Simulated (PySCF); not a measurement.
# Nuclear quadrupole coupling in `[O]=[V]([O-])([O-])[OH]`

Species: HO4V (charge -2 and singlet state).
Numbering: `[O:1]=[V:2]([O-:3])([O-:4])[OH:5]` (hydrogens: H6 on O5)

Cartesian coordinates in Å at the PBE0-D3(BJ)/def2-SVP level; atoms count from 1:
```xyz
6
HO4V angstrom
O     -0.9736   -0.2203    1.6099
V     -0.4298   -0.0985    0.0547
O     -0.4829    1.4641   -0.4978
O     -1.2333   -1.1357   -0.9493
O      1.4774   -0.4882    0.0007
H      1.7115    0.3866   -0.3307
```

Field gradients from the B3LYP/pcJ-1 (pcSseg-1 on V) density (PySCF, non-relativistic), principal values in atomic units, ordered |Vxx| ≤ |Vyy| ≤ |Vzz|:

```json
{"atom": "O1", "Vxx": "-0.0447", "Vyy": "-0.3677", "Vzz": "0.4123"}
{"atom": "O3", "Vxx": "-0.0583", "Vyy": "-0.4196", "Vzz": "0.4780"}
{"atom": "O4", "Vxx": "-0.0453", "Vyy": "-0.3677", "Vzz": "0.4130"}
{"atom": "O5", "Vxx": "-0.3521", "Vyy": "-1.1741", "Vzz": "1.5261"}
```

**Question.** Find the asymmetry η = (Vxx − Vyy)/Vzz and the couplings χ = eQV/h (234.96 MHz × Q in barn × V in au), with Q(17O) = −0.0256 b.

**Answer.** 
| atom | environment | nucleus | η | χzz (MHz) | χxx (MHz) | χyy (MHz) |
| --- | --- | --- | --- | --- | --- | --- |
| O1 | oxygen bonded to V | 17O | 0.78 | -2.480 | 0.269 | 2.212 |
| O3 | oxygen bonded to V | 17O | 0.76 | -2.875 | 0.351 | 2.524 |
| O4 | oxygen bonded to V | 17O | 0.78 | -2.484 | 0.273 | 2.212 |
| O5 | hydroxyl oxygen | 17O | 0.54 | -9.18 | 2.12 | 7.06 |

The tensor is traceless: Vxx + Vyy + Vzz = 0.

**Question.** What is Vzz at O1 in SI units (1 au = 9.71736 × 10²¹ V/m²)?

**Answer.** 0.4123 au = 4.007 × 10²¹ V/m².

**Question.** And the gradient at the other heavy atoms, for which no coupling is worked out here?

**Answer.** 
```
atom             environment  Vzz (au)     η
  V2  vanadium bonded to 4 O     0.886  0.20
```

**Question.** What couplings would deuterons (Q(2H) = 0.00286 b) have in place of the hydrogens, at this geometry?

**Answer.** 
```
atom  bonded to  bond length (Å)  Vzz (au)     η  χzz (kHz)
  H6         O5            0.964    0.4798  0.06        322
```

Whether so highly charged an anion holds all its electrons in the gas phase wasn't checked; a finite basis holds them in any case. The ion is multiply charged and computed without counter-ions or solvent. The pcJ-1 basis has no diffuse functions, a weakness for an anion. The HOMO energy is positive at this level (+4.56 eV), so the outermost electrons may be held by the finite basis alone. The basis is small and wasn't made for field gradients, so the couplings can be 20 % off.

The run behind these numbers computed spin–spin couplings as well. The run took 24 s wall on one thread of an Intel Xeon Platinum 8259CL at 2.50 GHz, shared host with 96 logical CPUs at a one-minute load of 50, and the process peaked at 0.78 GiB of memory.
